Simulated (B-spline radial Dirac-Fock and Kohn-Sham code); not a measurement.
**Pd⁴⁺: eigenvalues, ΔSCF and the reference**

System: palladium as Pd⁴⁺, configuration 1s2 2s2 2p6 3s2 3p6 3d10 4s2 4p6 4d6.

The density-functional columns are spherical, spin-unpolarised Dirac-Kohn-Sham results without Breit or QED terms: −ε is minus the orbital energy of the initial state and ΔSCF the difference of two total energies. The reference in the last column comes from multi-electron Dirac-Fock with separately optimised hole states, Breit and Lamb-shift corrections added in first order. All numbers are from a radial finite-basis atomic code, in eV; a selection of levels is shown. The Kohn-Sham columns are given as differences from the reference. For the 1s level of heavy atoms much of the gap between ΔSCF and the reference is the Breit and QED part, -73.1 eV here; for other levels the error of the functional can be larger.

```
level  PBE −ε − DF  PBE ΔSCF − DF  LDA −ε − DF  LDA ΔSCF − DF  Dirac-Fock
    K       -210.1          +96.8       -240.7          +65.3     24421.4
   L1        -97.3          -42.3       -100.8          -45.7      3682.8
   L2        -73.5           -5.6        -74.7           -6.7      3403.7
   L3        -75.8          -11.2        -76.7          -12.1      3246.5
   M1        -49.0          -28.6        -50.1          -29.7       744.3
   M2        -39.3          -18.5        -39.6          -18.8       633.8
   M3        -39.0          -18.7        -39.3          -19.0       605.7
   M4        -22.8           -1.0        -22.4           -0.6       411.2
   M5        -23.0           -1.4        -22.6           -1.0       405.9
   N1        -17.7           -7.6        -17.7           -7.6       160.7
   N2        -12.3           -2.6        -12.1           -2.5       123.6
   N3        -12.2           -2.7        -12.2           -2.7       118.9
 N4,5         -6.8           +1.5         -6.6           +1.7       64.01
```

Values without a named source are computed, but for edge energies of neutral atoms, which are taken from tables.
